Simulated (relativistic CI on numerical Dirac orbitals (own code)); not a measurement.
**Co¹³⁺: q coefficients and field-shift factors**

Calculated at this level of theory: Dirac-Coulomb-Breit CI, orbitals from a KLI potential per configuration, derivatives by finite differences, unscaled Slater integrals, QED left out (own radial code, finite nucleus).

Configurations in the expansion (outside the closed core [Ne]): 3s2 3p2, 3s 3p3, 3s2 3p 3d, 3p4, 3s 3p2 3d, 3p3 3d, 3s2 3d2, 3s 3d3, 3p2 3d2, 3p 3d3. Double excitations out of closed p, d and f shells are left out; levels of such configurations are missing from the list, as are those of other unlisted configurations, and high levels can miss mixing partners.

With x = (α/α₀)² − 1 an excitation energy changes as ω = ω₀ + qx; K = 2q/ω₀ is the relative enhancement. Terms are leading LS components, so labels can repeat. The field-shift factor is F = δν/δ⟨r²⟩ for the transition from the lowest level.

Lowest level 3s2 3p2 3P_0.

| Level | ω₀ (cm⁻¹) | q (cm⁻¹) | F (GHz/fm²) |
| --- | --- | --- | --- |
| 3s2 3p2 3P_1 | 11552 | 15160 | -0.0447 |
| 3s2 3p2 3P_2 | 22643 | 22970 | -0.0776 |
| 3s2 3p2 1D_2 | 57217 | 29650 | -0.0753 |
| 3s2 3p2 1S_0 | 104695 | 30970 | -0.434 |
| 3s 3p3 5S°_2 | 238884 | 40140 | -18.9 |
| 3s 3p3 3D°_1 | 319326 | 36530 | -16.8 |
| 3s 3p3 3D°_2 | 319577 | 36910 | -16.8 |
| 3s 3p3 3D°_3 | 323041 | 42930 | -16.9 |
| 3s 3p3 3P°_0 | 370487 | 43240 | -16.7 |
| 3s 3p3 3P°_2 | 370970 | 44240 | -16.1 |
| 3s 3p3 3P°_1 | 371145 | 44750 | -16.7 |
| 3s 3p3 1D°_2 | 400940 | 45610 | -11.9 |
| 3s 3p3 3S°_1 | 461718 | 39780 | -20.2 |

At this charge energies of transitions that change n are usually good to better than 1 %, and those within a shell (Δn = 0) to a few per cent.

**Question.** Which transition from the lowest level has the largest |K|?

**Answer.** 3s2 3p2 3P_1 at 11552 cm⁻¹, K = 2.62.
